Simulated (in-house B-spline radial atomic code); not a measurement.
Tl²⁺. Computed with a B-spline radial atomic code. Model: non-relativistic spherical atom: semilocal Troullier-Martins pseudo-atom, one channel per l, against all electrons, high spin, G0W0 and RPA with empty states to l = 8, local potential for every l without a channel, a model core (radius 0 = none) keeps its share of the functional.

The core holds an angular momentum without a channel of its own, so the local potential lets valence electrons into it.

Without relativity these are model numbers for so heavy an element.

What the tables leave out is listed at the end.

The pseudopotential gives back the lowest level of each angular momentum of its own functional in the configuration it was made in; a second state of the same l is only approximately right. Exact exchange, RPA and GW see the smooth pseudo-orbitals and miss the exchange with the core, for which the functional's share stands in. The column with an uncorrelated core keeps all orbitals and exact exchange, and so separates missing core correlation from pseudisation. Only the three outermost levels and the lowest empty one were computed. RPA here is direct RPA, with no exchange kernel, and its energies carry an (l + 1/2)⁻⁴ tail. A hybrid on a potential with a model core restores only its own semilocal share of the core's exchange.

Command:
```bash
python run_psgw.py task.json out
```
Settings (lengths in bohr, energies in hartree):
```
Z                      81
electrons              79
configuration          [Xe] 4f14 5d10 6s1
generated_in           [Xe] 4f14 5d10 6s2 6p1
functional             lda,vwn
core_shells            11
radius_factor          1.15
core_correction        True
ion_configuration      [Xe] 4f14 5d10
```

Cost of the run: 64 s on 1 thread of Intel(R) Xeon(R) Platinum 8375C CPU @ 2.90GHz (Ice Lake), with other jobs on the host.

Given: made with LDA VWN5; model core radius 0.747 bohr; local radius 1.322 bohr; mean-field start LDA VWN5.

Valence shells of the generating configuration: 5p, 5d, 6s, 6p.

Channel: s 2.687, p 1.081, d 1.267 (radii in bohr).

Computed: largest level miss in the spin-unpolarised generating configuration 0.035 eV; all-electron RPA polarisability, core included 13.595 bohr³; pseudo-atom RPA polarisability 13.534 bohr³; ionisation by mean-field all-electron 26.853 eV; ionisation by mean-field pseudo minus all 0.053 eV; ionisation by RPA all-electron 26.553 eV; ionisation by RPA pseudo minus all 1.658 eV.

| level | occupied | mean-field all-electron (eV) | mean-field pseudo minus all (eV) | G0W0 all-electron (eV) | G0W0 uncorrelated core minus all (eV) | G0W0 pseudo minus all (eV) | exchange self-energy all-electron (eV) | exchange self-energy pseudo (eV) |
| --- | --- | --- | --- | --- | --- | --- | --- | --- |
| 6s up | 1 | -22.752 | -0.033 | -26.758 | 0.046 | -1.467 | -14.494 | -14.97 |
| 5d down | 1 | -35.077 | 0.01 | -42.227 | 0.13 | 0.652 | -39.055 | -30.734 |
| 6s down (empty) | 0 | -21.875 | -0.04 | -17.919 | 0.044 | -1.453 | -4.758 | -5.2892 |

Problem. What is the valence RPA correlation energy pseudo?

Solution. -1.233 hartree.

Problem. What is the valence RPA correlation energy all-electron orbitals?

Solution. -0.9704 hartree.

Given: mean-field start PBE0.

Computed: valence RPA correlation energy all-electron orbitals -0.92244 hartree; valence RPA correlation energy pseudo -1.1757 hartree; all-electron RPA polarisability, core included 12.563 bohr³; ionisation by mean-field pseudo minus all 0.794 eV; ionisation by RPA all-electron 26.414 eV; ionisation by RPA pseudo minus all 1.854 eV.

| level | occupied | mean-field all-electron (eV) | mean-field pseudo minus all (eV) | G0W0 all-electron (eV) | G0W0 uncorrelated core minus all (eV) | G0W0 pseudo minus all (eV) | exchange self-energy all-electron (eV) | exchange self-energy pseudo (eV) |
| --- | --- | --- | --- | --- | --- | --- | --- | --- |
| 6s up | 1 | -23.11 | -0.695 | -26.55 | 0.047 | -1.682 | -14.164 | -15.551 |
| 5d down | 1 | -37.084 | 0.497 | -42.333 | 0.135 | 1.188 | -39.22 | -30.743 |
| 5d up | ? | ? | ? | ? | ? | ? | ? | ? |
| 6s down (empty) | 0 | -20.021 | -0.657 | -17.698 | 0.045 | -1.426 | -4.3813 | -5.4955 |

Problem. What belongs in the row 5d up?

Solution. occupied: 1; mean-field all-electron (eV): -37.336; mean-field pseudo minus all (eV): 0.389; G0W0 all-electron (eV): -42.556; G0W0 uncorrelated core minus all (eV): 0.112; G0W0 pseudo minus all (eV): 0.839; exchange self-energy all-electron (eV): -39.237; exchange self-energy pseudo (eV): -31.157.

Problem. What is the pseudo-atom RPA polarisability?

Solution. 11.516 bohr³.

Problem. What is the ionisation by mean-field all-electron?

Solution. 26.099 eV.

Among the listed levels the largest G0W0 shift of the pseudo-atom is -1.68 eV, for 6s up on the PBE0 start, while leaving the core uncorrelated moves that level by +0.05 eV. So pseudisation and the lost core exchange, not the missing core correlation, make the error. Not in the tables (levels of low weight, unsolved or above zero; the highest and the empty levels are kept at any weight): on LDA the G0W0 levels 5d up (pseudo minus all +0.65 eV, weights 0.55 and 0.85); no Hartree-Fock pseudo-atom is run with a model core.
